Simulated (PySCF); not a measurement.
**Diatomics of O with the fourth-period p block**

PBE with triple-zeta basis sets in PySCF, for the lowest determinant that a PBE0 search found; no spin–orbit coupling. De refers to high-spin ground-configuration atoms. A positive dipole means M(−)O(+).

```
 M       basis  state (unpaired electrons)  Re (Å)  ωe (cm⁻¹)  De (eV)  μ (D)
Ga  def2-TZVPP               doublet (σ ↑)   1.711        757     4.80  -3.55
Ge  def2-TZVPP      singlet (closed shell)   1.647        956     7.33  -3.12
As  def2-TZVPP               doublet (π ↑)   1.643        956     5.53  -2.45
Se  def2-TZVPP              triplet (π ↑↑)   1.663        895     5.28  -2.02
```

The shortest bond is that of AsO (1.643 Å), the longest that of GaO (1.711 Å). GeO is bound most strongly (7.33 eV) and GaO least (4.80 eV).

The state changes along the series, so neighbouring rows are not always alike in their bonding.

Spin–orbit coupling is left out. States were picked by a PBE0 search and need not be the measured ground states.
